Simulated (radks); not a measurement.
Task: Coherent X-ray form factor from a spherical all-electron density. Method: Dirac Kohn-Sham, relativistic LDA (MacDonald-Vosko exchange, VWN5 correlation), spin-unpolarised, spherical densities, finite nucleus; Fermi nuclear charge, rms radius of each element as measured or else 0.836 A^(1/3) + 0.57 fm; computed with a radial shooting solver on a logarithmic mesh with Libxc functionals.

| sin(theta)/lambda (1/angstrom) | f0 (electrons) |
|---|---|
| 0.05 | 14.721 |
| 0.1 | 13.956 |
| 0.15 | 12.885 |
| 0.2 | 11.715 |
| 0.25 | 10.611 |
| 0.3 | 9.659 |
| 0.4 | 8.257 |
| 0.5 | 7.314 |
| 0.6 | 6.565 |
| 0.8 | 5.205 |
| 1 | 3.998 |
| 1.25 | 2.870 |
| 1.5 | 2.162 |
| 2 | 1.504 |

The species is in the configuration that NIST lists as its ground one. Which atom or ion scatters so?

Result: The chlorine ion Cl2+, [Ne] 3s2 3p3. Extrapolating in s^2 from the first two rows gives f0(0) = 15.0, near the electron count 15; among species with that count, the fall with angle is slower the higher Z, and the table is that of Z = 17; from so few rows the species is fixed only to a neighbour or two.
